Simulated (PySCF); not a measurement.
UHF on Re⁶⁰⁺ (rhenium, charge +60)

Configuration: [Ne] 3s2 3p3, high-spin 4S determinant. Calculation: PySCF 2.14, in an even-tempered Gaussian basis (17 s from 17 bohr⁻², ratio 2.5; 12 p from 22 bohr⁻², ratio 2.5; 4 d from 84 bohr⁻², ratio 2.7; 4 f from 130 bohr⁻², ratio 2.7); scalar relativity by spin-free X2C-1e.

- Total energy: -12653.843466 hartree
- One-electron energy: -13718.7830 hartree
- Hartree (Coulomb) energy: 1232.9998 hartree
- Exchange energy: -168.0602 hartree
- ⟨S²⟩: 3.7500
- ⟨L²⟩: 0.000
- Sum of ⟨r⟩: 1.486 bohr
- Sum of ⟨r²⟩: 0.2350 bohr²

```
shell  electrons  mean orbital energy (hartree)  rms radius, mean of both spins (bohr)
 1s α          1                    -2825.42927                                 0.0204
 1s β          1                    -2824.54687                                 0.0204
 2s α          1                     -633.47790                                 0.0812
 2s β          1                     -632.93222                                 0.0812
 2p α          3                     -576.72124                                 0.0738
 2p β          3                     -575.66522                                 0.0738
 3s α          1                     -254.20377                                  0.195
 3s β          1                     -251.01593                                  0.195
 3p α          3                     -236.71285                                  0.193
```

Spin-orbit coupling, which splits the p, d and f shells strongly at this Z, is absent. Spin-orbit coupling is strong in this species (close to jj coupling), so the high-spin LS determinant is a model state, not a physical level.

Densities and radii are taken from the X2C orbitals without a picture-change correction, which distorts them close to the nucleus.

Spin-orbit constants ζ (cm⁻¹) from the X2C one-electron operator on these orbitals: bare nucleus, nucleus screened by l(l+1)(2l+1)/3 electrons, and screened by the Breit-Pauli mean field of the electrons.

| shell | bare | screened nucleus | mean field |
| --- | --- | --- | --- |
| 2p | 7447000 | 7248000 | 7182000 |
| 3p | 1950000 | 1898000 | 1884000 |
